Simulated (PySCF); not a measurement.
**Simulated absorption spectrum**

Species: C₅H₅N₃O.
InChI=1S/C5H5N3O/c1-4(9)5-2-3-6-8-7-5/h2-3H,1H3

Computed with PySCF, TDDFT B3LYP/def2-SVPD, vertical, gas phase, core orbitals frozen in the response. One conformer (not necessarily the lowest) at the GFN2-xTB geometry, without solvent, vibrations or thermal averaging. Torsions of this conformer, `[CH3:1][C:2](=[O:3])[c:4]1[cH:5][cH:6][n:7][n:8][n:9]1`: C1–C2–C4–C5 180°.

Computed states:

```json
{"state": "S1", "E (eV)": "2.80", "f": "0.0004"}
{"state": "S2", "E (eV)": "3.24", "f": "0.0003"}
{"state": "S3", "E (eV)": "3.39", "f": "0.0029"}
{"state": "S4", "E (eV)": "3.86", "f": "0.0014"}
{"state": "S5", "E (eV)": "4.07", "f": "0.0012"}
{"state": "S6", "E (eV)": "4.85", "f": "0.0002"}
{"state": "S7", "E (eV)": "5.53", "f": "0.041"}
{"state": "S8", "E (eV)": "5.66", "f": "0.0014"}
```

Broadening: Gaussians 0.3 eV wide at half height, area fixed by f = 4.319×10⁻⁹ ∫ε dν̃. The width is an assumption, not a result. The curve ends short of the highest state used, and states not computed would add to its high-energy end.

Question: What does the envelope look like, and where are its maxima?

Answer: 
| E (eV) | ε (L mol⁻¹ cm⁻¹) |
| --- | --- |
| 2.35 | 0 |
| 2.45 | 1 |
| 2.54 | 4 |
| 2.63 | 14 |
| 2.73 | 31 |
| 2.82 | 36 |
| 2.91 | 26 |
| 3.01 | 17 |
| 3.10 | 33 |
| 3.19 | 94 |
| 3.29 | 207 |
| 3.38 | 270 |
| 3.47 | 222 |
| 3.57 | 110 |
| 3.66 | 66 |
| 3.75 | 95 |
| 3.85 | 148 |
| 3.94 | 164 |
| 4.03 | 150 |
| 4.13 | 106 |
| 4.22 | 54 |
| 4.31 | 18 |
| 4.41 | 3 |
| 4.50 | 1 |
| 4.59 | 2 |
| 4.69 | 8 |
| 4.78 | 16 |
| 4.87 | 19 |
| 4.97 | 13 |
| 5.06 | 9 |

Maxima: 442 nm (2.80 eV), ε about 36, made up of S1 (100%); 366 nm (3.39 eV), ε about 270, made up of S3 (95%); 315 nm (3.94 eV), ε about 160, made up of S4 (62%) and S5 (38%); 255 nm (4.86 eV), ε about 19, made up of S6 (100%) (ε in L mol⁻¹ cm⁻¹; maxima over ε = 5, shares over 10%). At its high-energy end, 5.06 eV, the curve is still rising (ε about 8.9, from S6 and S7).

Question: What would ε be at 3.39 eV, the highest of these maxima, with half the width (0.15 eV)?

Answer: About 516 L mol⁻¹ cm⁻¹ against 270, a factor of about 1.9; a lone state at its own centre would give exactly 2.

Question: Does any computed singlet lie in the visible range?

Answer: 2 computed singlets (S1 to S2) lie in the visible range (380 to 750 nm), S1 for one at 442 nm, dark in the vertical dipole picture (f under 0.0005); light of that wavelength is blue, and its complementary colour is yellow; a Tamm–Dancoff triplet lies at 531 nm, without intensity as long as spin–orbit coupling is left out.

Question: Coming from long wavelengths, where does ε first pass 100 L mol⁻¹ cm⁻¹?

Answer: At about 388 nm (3.20 eV), 0.39 eV above S1.
